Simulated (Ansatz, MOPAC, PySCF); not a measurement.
Pair of molecules: NH3 (SMILES N) (first 4 atoms) with C2H6O (SMILES CCO); geometry from B3LYP-D3(BJ)/def2-TZVP, rigid monomers moved along the line of their centres of mass till N1···H13 is 3.45 Å.
(charge 0, multiplicity 1):
| atom | x (Å) | y (Å) | z (Å) |
|---|---|---|---|
| N | 0.0276 | -0.0664 | 0.4609 |
| H | -0.9204 | -0.3453 | 0.2349 |
| H | 0.2749 | 0.7025 | -0.1520 |
| H | 0.6387 | -0.8444 | 0.2399 |
| C | -0.1595 | -1.2244 | 5.7825 |
| C | -0.5416 | 0.2397 | 5.6059 |
| O | 0.3424 | 0.9398 | 4.7525 |
| H | -0.8316 | -1.7225 | 6.4866 |
| H | 0.8615 | -1.3069 | 6.1593 |
| H | -0.2133 | -1.7575 | 4.8300 |
| H | -1.5773 | 0.3106 | 5.2428 |
| H | -0.5081 | 0.7506 | 6.5710 |
| H | 0.2360 | 0.5898 | 3.8466 |

Counterpoise-corrected where a basis set is named; no monomer relaxation. Rows marked so take none.

Rows in 3-21G carry no dispersion term and start afresh at each structure. The state reached by PM7 isn't checked; PM7 holds dispersion and hydrogen-bond terms.

Run with Ansatz (a program for electronic structure); MOPAC for PM7 (differences of heats of formation); PySCF for 3-21G rows. 

**Question.** One of these levels gives -2.57 kcal/mol for the interaction energy. Name it.
A) PM7
B) HF/aug-cc-pVDZ
C) HF/3-21G (no counterpoise)

**Answer.** A, PM7. The others give -2.26 (HF/3-21G (no counterpoise)), -1.58 (HF/aug-cc-pVDZ)
